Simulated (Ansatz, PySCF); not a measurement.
Gas-phase reaction (SMILES): C1CCC1 [cyclobutane] → [CH]1CCC1 + H atom; the C-H bond at the site shown breaks (other sites are not compared here).

Each molecule is optimised on its own at B3LYP-D3(BJ)/def2-TZVP (Ansatz, an electronic-structure program), one conformer each, not searched for the lowest. Correlated levels leave the core frozen unless marked. UHF or UKS for open shells. Spin-orbit coupling is left out. Non-relativistic. CBS(X,Y): correlation extrapolated as X^-3; Hartree-Fock from the larger set. [CCSD(T)-MP2]/basis is that difference in the basis named. Thermal terms are rigid-rotor harmonic-oscillator values from B3LYP-D3(BJ) frequencies (PySCF) at 298.15 K and 1 atm. 1 Eh = 627.5095 kcal/mol. Atoms have translation alone. Electronic entropy comes from spin alone.

```csv
species,"E, RI-MP2/CBS(cc-pVTZ,cc-pVQZ)+[CCSD(T)-MP2]/cc-pVDZ (Ansatz) (Eh)","E, PBE-D3(BJ)/def2-TZVPD (Ansatz + dftd3) (Eh)",H - E (Eh),G - E (Eh)
C1CCC1,-156.99554,-157.04817,0.11563,0.08571
[CH]1CCC1,-156.32212,-156.38560,0.10064,0.06808
H atom,-0.49995,-0.49962,0.00236,-0.01065
```

Work out ΔE and ΔH, ΔG, ΔS and the equilibrium constant at 298.15 K at the first level, then ΔH at the second.


1. ΔE = [(-156.32212) + (-0.49995)] - [(-156.99554)] = 0.17347 Eh = 108.9 kcal/mol at RI-MP2/CBS(cc-pVTZ,cc-pVQZ)+[CCSD(T)-MP2]/cc-pVDZ.
2. The terms H - E add up to -0.01263 Eh, so ΔH = (0.17347 + (-0.01263))×627.5095 = 100.9 kcal/mol.
3. The terms G - E add up to -0.02828 Eh, so ΔG = 91.1 kcal/mol, and ΔS = (-0.01263 - (-0.02828))×627509.5/298.15 = 32.9 cal/(mol K).
4. log10 K = -ΔG/(RT ln 10) = -66.8, with RT ln 10 = 1.3642 kcal/mol.
5. With ΔH and ΔS taken as constant, ΔG changes sign near ΔH/ΔS = 3070 K, a rough figure that leaves out heat capacities.
6. At PBE-D3(BJ)/def2-TZVPD the same steps give ΔE = 102.3 and ΔH = 94.3 kcal/mol, a shift of -6.6 from the first level.
7. These values are not checked against measurement here, since the tables used lack a sound gas-phase enthalpy of formation for at least one species.
